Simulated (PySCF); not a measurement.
Compound: C₇H₁₂BF₃.
Cartesian coordinates in Å at the PBE0-D3(BJ)/def2-SVP level; atoms count from 1:
```xyz
23
C7H12BF3 angstrom
B      3.0185    0.5436   -0.2569
C      1.4791    0.4807   -0.5072
C      0.9145   -0.8780   -0.9232
C     -0.6084   -0.8903   -0.9653
C     -1.1958   -0.4544    0.3751
C     -2.7066   -0.4652    0.3485
F     -3.2230   -0.1426    1.5411
F     -3.1967    0.4071   -0.5421
F     -3.1853   -1.6719    0.0239
C     -0.6611    0.9123    0.7967
C      0.8635    0.9275    0.8424
H      3.5958    1.6080   -0.2643
H      3.6440   -0.4529    0.0343
H      1.1838    1.2458   -1.2503
H      1.2688   -1.6476   -0.2139
H      1.3119   -1.1690   -1.9087
H     -0.9655   -0.2001   -1.7492
H     -0.9816   -1.8913   -1.2298
H     -0.9168   -1.1978    1.1433
H     -1.0130    1.6686    0.0746
H     -1.0737    1.1907    1.7786
H      1.2031    0.2541    1.6512
H      1.2109    1.9375    1.1118
```

Computed with PySCF at PBE0/pcSseg-1, non-relativistic, on one gas-phase PBE0-D3(BJ)/def2-SVP geometry that isn't relaxed in the solvent. The solvent is an IEF-PCM continuum (van der Waals radii × 1.2). Only the electrostatic response of the medium enters.

Gas phase at PBE0/pcSseg-1: HOMO -8.52 eV, LUMO -1.50 eV, dipole 1.77 D.

What does the continuum do to the energy, the frontier levels and the dipole at PBE0/pcSseg-1 in chloroform?

```tsv
solvent	ε	E(solvent) − E(gas) (kJ/mol)	polarisation term (kJ/mol)	distortion of the solute (kJ/mol)	HOMO (eV)	LUMO (eV)	dipole (D)
chloroform	4.711	-8.43	-9.09	0.66	-8.30	-1.30	1.95
```

The polarisation term is half the interaction of the solute with the surface charges that it induces; the rest is the cost of distorting the solute's density. The sum is the electrostatic part of solvation alone.

Which radius a makes the point-dipole formula ΔE = −[(ε − 1)/(2ε + 1)]·μ²/a³ give the value in chloroform, with the gas-phase dipole?

μ = 0.697 au and |ΔE| = 0.00321 Eh give a = 2.00 Å; the farthest nucleus lies 3.95 Å from the centroid of the nuclei, so such a sphere wouldn't even hold the nuclei. The formula assumes a rigid point dipole at the centre of a sphere.

Give the dipole vector in the frame of the coordinates (D, pointing from negative to positive charge), gas and chloroform.

Gas (1.76, 0.20, -0.10), solvent (1.94, 0.20, -0.06). Its length changes by +10 % and its direction by 2°.

Which Hirshfeld charges (PBE0/pcSseg-1) respond most in chloroform (means over atoms taken as equivalent)?

```
   atoms                environment  gas (e)  solvent (e)  change
     H19           methine hydrogen   +0.041       +0.046  +0.005
F7/F8/F9    fluorine of a CF3 group   -0.089       -0.094  -0.005
 H12/H13               B–H hydrogen   -0.060       -0.063  -0.003
     H14           methine hydrogen   +0.037       +0.039  +0.002
 H15/H22         methylene hydrogen   +0.036       +0.038  +0.002
 H16/H23         methylene hydrogen   +0.043       +0.045  +0.002
  C3/C11            ring CH2 carbon   -0.059       -0.058  +0.001
      C2  sp3 carbon bound to boron   -0.097       -0.096  +0.001
  C4/C10            ring CH2 carbon   -0.073       -0.073   0.000
      C6                 CF3 carbon   +0.261       +0.260  -0.001
 H17/H20         methylene hydrogen   +0.033       +0.033   0.000
 H18/H21         methylene hydrogen   +0.037       +0.037   0.000
```
